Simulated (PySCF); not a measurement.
From one molecule to another.

First species: Ge2H9NOSi.
Bonds: Si1–O2, O2–Ge3, Ge3–N4, N4–Ge5. Hydrogens: H6, H7, H8 on Si1; H9, H10 on Ge3; H11 on N4; H12, H13, H14 on Ge5.

Second species: H3O4P.
Z-matrix (Å and degrees, PBE0-D3(BJ)/def2-SVP geometry), rows numbered from 1:
```
O 
P   1  1.4715
O   2  1.6128  1  116.17
O   2  1.6113  1  115.61  3   119.64
O   2  1.6000  1  114.91  3  -119.94
H   3  0.9655  2  110.08  1     0.11
H   4  0.9652  2  109.95  1     0.67
H   5  0.9654  2  113.45  1   172.44
```

Levels: CAM-B3LYP/def2-SVPD for dipole moment, HOMO energy, LUMO energy, HOMO–LUMO gap, static isotropic polarisability and electronic spatial extent ⟨r²⟩ about the centre of nuclear charge; TDDFT CAM-B3LYP/def2-SVPD for lowest singlet excitation; TDA CAM-B3LYP/def2-SVPD for lowest triplet excitation (Tamm–Dancoff); ΔSCF CAM-B3LYP/def2-SVPD for vertical ionisation energy; PBE0-D3(BJ)/def2-SVP for rotational constant A and rotational constant C. Geometries: PBE0-D3(BJ)/def2-SVP. Each structure is a single optimised conformer of the isolated species, non-relativistic unless stated; the electronic structure was computed with PySCF and density fitting.

The conformers computed, where there is a choice (atom-mapped SMILES and torsion angles):
- `[SiH3:1][O:2][GeH2:3][NH:4][GeH3:5]`: Si1–O2–Ge3–N4 -10°, O2–Ge3–N4–Ge5 88°
- `[O:1]=[P:2]([OH:3])([OH:4])[OH:5]`: H–O3–P2–O1 0°, H–O4–P2–O1 1°, H–O5–P2–O1 172°

Values for the first species:

```
Dipole moment                                                     : 1.72 D
HOMO energy                                                       : -8.88 eV
LUMO energy                                                       : 0.65 eV
HOMO–LUMO gap                                                     : 9.53 eV
Lowest singlet excitation                                         : 6.18 eV
Lowest triplet excitation (Tamm–Dancoff)                          : 5.73 eV
Static isotropic polarisability                                   : 96.9 au
Vertical ionisation energy                                        : 9.46 eV
Electronic spatial extent ⟨r²⟩ about the centre of nuclear charge : 1650 bohr²
Rotational constant A                                             : 2.064 GHz
Rotational constant C                                             : 0.624 GHz
```

**Question.** Estimate the same properties for the second species, and the change in each.

**Answer.** 
```csv
property,first,second,second less first
dipole moment,1.72 D,2.48 D,+0.76 D
HOMO energy,-8.88 eV,-10.58 eV,-1.70 eV
LUMO energy,0.65 eV,0.32 eV,-0.33 eV
HOMO–LUMO gap,9.53 eV,10.90 eV,+1.37 eV
lowest singlet excitation,6.18 eV,7.75 eV,+1.57 eV
lowest triplet excitation (Tamm–Dancoff),5.73 eV,7.48 eV,+1.75 eV
static isotropic polarisability,96.9 au,37.8 au,-59.1 au
vertical ionisation energy,9.46 eV,11.73 eV,+2.27 eV
electronic spatial extent ⟨r²⟩ about the centre of nuclear charge,1650 bohr²,408 bohr²,-1242 bohr²
rotational constant A,2.064 GHz,4.529 GHz,+2.465 GHz
rotational constant C,0.624 GHz,4.323 GHz,+3.699 GHz
```

On the first: In wavenumbers S1 is 49800 cm⁻¹ (1 eV = 8065.54 cm⁻¹). No computed singlet falls in the visible range (750 to 380 nm, 1.65 to 3.26 eV); S1 lies 2.92 eV above its blue end. Relativistic effects, spin–orbit coupling among them, are left out although an element past zinc is present.

On the second: No computed singlet falls in the visible range (750 to 380 nm, 1.65 to 3.26 eV); S1 lies 4.49 eV above its blue end. The principal polarisabilities are 36.0, 37.7 and 39.7 au; their mean is the isotropic value.
